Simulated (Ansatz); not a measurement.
Z-matrix (Å, degrees):
```
Si
C 1 1.927
N 1 1.708 2 118.0
H 1 1.481 2 104.1 3 -121.3
H 1 1.481 2 104.0 3 121.2
O 2 1.347 1 116.1 3 -0.2
O 2 1.204 1 121.7 3 179.8
H 3 1.007 1 120.3 2 72.5
H 3 1.007 1 120.3 2 -72.6
H 6 0.972 2 106.8 1 -180.0
```

Charge 0, multiplicity 1.

Problem. List the B3LYP/def2-TZVPP orbital energies in eV (Ansatz 0.2.0). (An estimate is asked.)

Solution. The calculation gave: Occupied: -1799.41, -521.93, -520.41, -389.35, -280.02, -143.90, -99.23, -99.22, -99.21, -30.32, -27.89, -23.53, -17.75, -15.15, -13.84, -13.40, -12.94, -12.36, -11.16, -10.13, -9.71, -9.05, -8.37, -7.07. Lowest empty: -0.77, 0.00, 0.91, 1.32, 1.96, 2.12, 2.30, 2.58.

B3LYP here is the variant with VWN-RPA as its local correlation; programs differ in this.
